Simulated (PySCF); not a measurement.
Species: C₆H₄N₂.
Numbering: `[N:1]#[C:2][c:3]1[cH:4][cH:5][cH:6][cH:7][n:8]1`

Geometry (GFN2-xTB, Å), atoms numbered from 1 in this order:
```xyz
12
C6H4N2 angstrom
N      3.5962   -0.5971   -0.1414
C      2.4562   -0.4939   -0.1058
C      1.0464   -0.3075   -0.0566
C      0.5346    0.9836    0.0926
C     -0.8410    1.1349    0.1377
C     -1.6419    0.0080    0.0344
C     -1.0265   -1.2293   -0.1140
N      0.2795   -1.3900   -0.1584
H      1.2016    1.8285    0.1694
H     -1.2794    2.1156    0.2511
H     -2.7172    0.0842    0.0674
H     -1.6073   -2.1376   -0.2025
```

Probes without a nucleus sit at each ring's centroid and 1 Å off its mean plane on both sides; NICS is minus the shielding there, NICSzz its component along the normal. Level: GIAO PBE0/pcSseg-1 (PySCF, non-relativistic, gas phase) on the GFN2-xTB geometry, one conformer.

Ring bond lengths (Å), with Mayer bond orders in brackets: C3–C4 1.397 (1.31), C4–C5 1.385 (1.44), C5–C6 1.386 (1.43), C6–C7 1.390 (1.38), C7–N8 1.317 (1.51), N8–C3 1.331 (1.46).

Task: What do the NICS probes read (ppm)?

Result: 
```
             ring                                               type  NICS(0)  NICS(1), two faces  NICS(1)zz, two faces  rms pucker (Å)  centre to ring atoms, mean (Å)
C3–C4–C5–C6–C7–N8  6-membered ring with N; formal bonds all aromatic     -7.7       -11.3 / -11.4         -28.2 / -28.2            0.00                            1.37
```

Task: What do they say, and how far can they be read as aromaticity?

Result: 
- C3–C4–C5–C6–C7–N8: mean NICS(1)zz -28.2 ppm, shielded. The ring is flat and has no four-coordinate atom; by the NICS criterion it is aromatic.

Task: What does the geometric index give? Use HOMA with the parameters of Krygowski (1993).

Result: 
- C3–C4–C5–C6–C7–N8: HOMA 0.99; the largest term is that of C7–N8, α(R − Ropt)² = 0.03. The geometric and the magnetic index point the same way.

Task: At the first NICS(1) probe listed for ring C3–C4–C5–C6–C7–N8, 1 Å off the ring, what do the in-plane components average?

Result: The isotropic value is a third of the trace: (3 × -11.3 − (-28.2))/2 = -2.9 ppm.

Task: What are the shieldings of the ring atoms and their hydrogens in the same run (means over atoms taken as equivalent)?

Result: 
```csv
atoms,environment,σ isotropic (ppm),"principal values of the symmetric part, first atom (ppm)"
C3,substituted aromatic carbon,46.9,"-67.2, 63.5, 144.4"
C4,aromatic CH carbon,49.9,"-64.2, 40.1, 173.8"
C5,aromatic CH carbon,44.5,"-70.9, 20.7, 183.6"
C6,aromatic CH carbon,56.2,"-56.6, 44.9, 180.1"
C7,aromatic CH next to a ring nitrogen,30.7,"-77.7, 19.6, 150.4"
N8,pyridine-type nitrogen,-99.9,"-434.3, -170.8, 305.4"
H9,aromatic hydrogen,23.80,"21.0, 22.4, 28.0"
H10,aromatic hydrogen,23.64,"20.6, 23.5, 26.8"
H11,aromatic hydrogen,24.15,"21.7, 23.5, 27.3"
H12,aromatic hydrogen,22.64,"18.7, 22.9, 26.3"
```
